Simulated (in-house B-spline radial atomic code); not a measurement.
PBE hybrid excitations of the xenon ion Xe⁶⁺

Method: PBE hybrid with 1 exact exchange. Computed with an all-electron radial atomic-structure program (B-spline basis): linear response of the closed shell [Kr] 4d10 5s2 with the functional's adiabatic kernel; scalar-relativistic (spin-free one-electron X2C), finite nucleus, no spin-orbit coupling, no double excitations, S, P, D and F terms only; shells from n = 3 respond. Only terms of natural parity with L up to 3 were computed.

Command:
```bash
python run_td.py task.json out
```
Settings (radii: box in bohr, nucleus in fm):
```
Z                        54
electrons                48
configuration            [Kr] 4d10 5s2
hamiltonian              x2c
method                   pbeh
box_radius               14.35
exact_exchange_fraction  1
rms_radius               4.7859
intervals                70
```

Time taken, with all properties: 3.6 s on 1 thread of Arm Neoverse N1 (shared host).

The lowest states, in the order of their Tamm-Dancoff energies; the method's threshold (minus the highest occupied level) is 90.89 eV. Labels give the largest channel, * marks a mixed state, and oscillator strengths are full-response dipole values. Semilocal kernels can invert the small singlet-triplet splittings of Rydberg terms. Energies in eV:

```csv
state,full response,Tamm-Dancoff,oscillator strength
5s → 5p 3P,11.634,12.080,-
5s → 5p 1P,16.494,16.964,1.61
5s → 4f 3F,32.81,32.94,-
5s → 4f 1F,33.95,34.02,-
5s → 5d 3D,35.11,35.13,-
5s → 5d 1D,36.53,36.58,-
5s → 6s 3S,43.24,43.25,-
5s → 6s 1S,44.21,44.25,-
5s → 6p 3P,49.44,49.46,-
5s → 6p 1P,?,?,?
5s → 5f 3F,56.44,56.46,-
5s → 5f 1F,56.51,56.52,-
5s → 6d 3D,?,?,-
5s → 6d 1D,58.60,58.61,-
5s → 7s 3S,61.54,61.54,-
5s → 7s 1S,61.81,61.83,-
```

(1) Where does 5s → 6d 3D lie?

(2) Where does 5s → 6p 1P lie?

(3) How large is the singlet-triplet splitting of 5s → 5p (P terms) in Tamm-Dancoff?

(4) What polarisabilities and dispersion coefficient does the method give?

## Answers

(1) At 58.28 eV in full response, 58.29 eV in Tamm-Dancoff.

(2) At 49.82 eV in full response, 49.85 eV in Tamm-Dancoff, oscillator strength 0.108.

(3) 4.88 eV, from the unrounded values.

(4) Dipole 5.357 bohr³, quadrupole 7.646 bohr⁵, C6 17.89 hartree·bohr⁶ for two such species.
